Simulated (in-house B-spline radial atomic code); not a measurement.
Values are calculated unless marked as measured or tabulated.
From levels and matrix elements to observables: Gd⁶¹⁺

One electron outside the 1s2 core, from a B-spline radial code for spherical atoms: Brueckner orbitals with a screened correlation potential on Dirac-Hartree-Fock, Breit and QED terms for the lowest states, dipole elements in length form with static core polarisation. The core's own polarisability, by RPA, is 4.301e-07 bohr³.

| state | removal energy (cm⁻¹) | size of the reduced dipole element to 2s1/2 (a.u.) |
| --- | --- | --- |
| 2s1/2 | 114727399 | - |
| 3s1/2 | 50012086 | - |
| 2p1/2 | 113490272 | 0.06184 |
| 2p3/2 | 107167506 | 0.09247 |
| 3p1/2 | 49674591 | 0.03706 |
| 3p3/2 | 47792487 | 0.04498 |

Use R = 109737.3 cm⁻¹, 1 hartree = 219474.6 cm⁻¹, c = 137.036 and 1 a.u. of rate = 4.1341e16 s⁻¹.

Q: Find the quantum defects of the two s states and predict 4s1/2.

A: With n* = 62 √(R/E): 2s1/2 has n* = 1.9175, δ = 0.0825; 3s1/2 has n* = 2.9042, δ = 0.0958. Ritz's form δ = δ0 + b/n*² gives b = -0.086, δ0 = 0.1060, so with n* ≈ 4 − 0.0958, δ = 0.1003 and E = R × 62²/(4 − 0.1003)² = 27738681 cm⁻¹. The program finds 27789143 cm⁻¹. In so highly charged an ion δ holds relativistic, Breit and QED shifts that Ritz's form doesn't follow, and the higher level lacks the last two.

Q: What are the wavelength, oscillator strength and rate of 2s1/2–2p3/2?

A: ΔE = 7559893 cm⁻¹ = 34.44541 hartree, λ = 1.3228 nm in vacuum. f = (2/3) ΔE D²/(2j + 1 of the lower state) = (2/3) × 34.44541 × 0.09247²/2 = 0.0982. A = (4/3) ΔE³ D²/(c³ (2j' + 1)) = 4.5266e-05 a.u. = 1.871e+12 s⁻¹, a partial lifetime of 0.0005344 ns.
